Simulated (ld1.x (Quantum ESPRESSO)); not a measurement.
Transferability test, TM potential for In (Z = 49)

```
Element                 : indium (In)
Generator               : ld1.x (Quantum ESPRESSO) 7.5
Type                    : norm-conserving Troullier–Martins (Kleinman–Bylander form)
Functional              : PBE
Relativity              : scalar-relativistic
Frozen core             : [Kr] 4d10
Valence charge          : 3
Reference configuration : 5s2 5p1
Partial waves           : 5p (bound): rc 2.50 bohr; 5s (bound): rc 1.85 bohr
Local potential         : the s channel
Core correction         : a·sin(br)/r model core inside 1.50 bohr
```

Energies are relative to the spin-unpolarised reference configuration 5s2 5p1; without spin polarisation the order of configurations can differ from experiment.

Q: Give the all-electron excitation energy and the error of the potential for: 5s2 5p0; 5s1 5p0; 5s2 5p0.5; 5s1 5p2; 5s0 5p3; 5s1 5p1; 5s2 5p1.3.

A:

| valence configuration | charge | ΔE all-electron (eV) | error AE − PS (meV) |
| --- | --- | --- | --- |
| 5s2 5p0 | +1 | 5.363 | -15 |
| 5s1 5p0 | +2 | 24.598 | -212 |
| 5s2 5p0.5 | +0.5 | 1.940 | -2.7 |
| 5s1 5p2 | 0 | 5.841 | -23 |
| 5s0 5p3 | 0 | 11.947 | -93 |
| 5s1 5p1 | +1 | 11.956 | -62 |
| 5s2 5p1.3 | -0.3 | -0.532 | -0.2 |

Levels in the configuration 5s2 5p1.3:

```tsv
level	all-electron (eV)	pseudo (eV)
5s	-6.538	-6.535
5p	-1.062	-1.061
```
